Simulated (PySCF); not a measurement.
PySCF input for ClI, SMILES ClI (connectivity only; charge and spin as stated), charge +1, multiplicity 2, B3LYP-D3(BJ)/def2-TZVP. The structure is a stationary point at B3LYP-D3(BJ)/def2-TZVP. The multiplicity is an assumed one; other spin states were not compared. The def2 effective core potentials stand for the cores of I; spin–orbit coupling is left out.

```python
import numpy as np
from pyscf import gto, scf, dft
from pyscf.hessian import thermo

mol = gto.M(
    atom='''
    Cl    0.00000000    0.00000000   -1.70646191
    I     0.00000000    0.00000000    0.54735571
    ''',
    basis='def2-TZVP',
    ecp={'I': 'def2-tzvp'},
    charge=1,
    spin=1,
    max_memory=1600,
    verbose=3,
)
mf = dft.UKS(mol, xc='b3lyp').density_fit(auxbasis='def2-universal-jkfit')
mf.disp = 'd3bj'
mf.grids.level = 3
mf.conv_tol = 1e-11
mf.max_cycle = 100
mf.kernel()
fine, coarse = mf.grids, dft.Grids(mol).set(level=1).build(with_non0tab=True)
for _ in range(3):  # follow internal instabilities
    mf.grids = coarse
    mo, _, stable, _ = mf.stability(return_status=True, nroots=4)
    mf.grids = fine
    if stable:
        break
    mf.kernel(mf.make_rdm1(mo, mf.mo_occ))

# [left out here: the lines that compute and print the analytic Hessian (its translational invariance restored by hand, since the grid's response is missing), thermochemistry and intensities]
```

Program output:

```

WARN: HOMO -0.713309196811184 >= LUMO -0.713309196811223

converged SCF energy = -757.658036656271  <S^2> = 0.75293547  2S+1 = 2.0029333
<class 'pyscf.df.df_jk.DFUKS'> wavefunction is stable in the internal stability analysis

WARN: DFTD3 does not support analytical Hessian, using finite difference


WARN: Mole.unit (angstrom) is changed to Bohr

Mode                                 0
Irrep
Freq [cm^-1]                      431.7425
Reduced mass [au]                  42.0699
Force const [Dyne/A]                4.6203
Char temp [K]                     621.1813
Normal mode                   x     y     z
       0  Cl                 0.00  0.00 -0.15
       1   I                 0.00  0.00  0.04
temperature 298.1500 [K]
pressure 101325.00 [Pa]
Rotational constants [GHz] inf 3.59047 3.59047
Symmetry number 1
Zero-point energy (ZPE) 0.00098 [Eh]   2582.394 [J/mol]
                           tot       elec      trans        rot        vib
Entropy [J/mol/K]       251.863      5.763    172.224     70.307      3.569
Cv [J/mol/K]             26.648      0.000     12.472      8.314      5.862
Cp [J/mol/K]             34.963      0.000     20.786      8.314      5.862
Internal energy [J/mol]                      3718.434   2478.956   3316.847
Internal energy [Eh]   -757.65441  -757.65804
Enthalpy [J/mol]                             6197.391   2478.956   3316.847
Enthalpy [Eh]          -757.65347
Gibbs free energy [J/mol]                  -45151.196 -18483.163   2252.792
Gibbs free energy [Eh] -757.68207
mode   freq/cm-1   IR/(km/mol)
   1      431.74         2.367
max |gradient| / (hartree/bohr): 1.6188995589623548e-05
APT charges: [0.1299 0.8701]
```

The run converged.
